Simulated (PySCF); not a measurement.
Te(Br)(OH) (BrHOTe), SMILES O[Te]Br. The structure is a stationary point at PBE0-D3(BJ)/def2-TZVP. The def2 effective core potentials stand for the cores of Te; spin–orbit coupling is left out. Other conformers were not sampled.

Method: PBE0-D3(BJ)/def2-TZVP run with PySCF 2.14.0.

Harmonic wavenumbers (cm⁻¹): 155, 261, 430, 638, 1018, 3848. Rotational constants (GHz): 9.272, 1.505, 1.300; symmetry number 1.

Q: Work out the zero-point energy and the ideal-gas rigid-rotor harmonic-oscillator thermochemistry at 298.15 K and 1 atm.

A: ZPE = ½ Σ hcν = ½ × 6349 cm⁻¹ = 9.08 kcal/mol. H − E(el) = 12.43 kcal/mol. Entropy in cal/(mol K): translation 42.13, rotation 27.27, vibration 5.60, total 75.01. G − E(el) = -9.94 kcal/mol. Cp = 14.31 cal/(mol K).
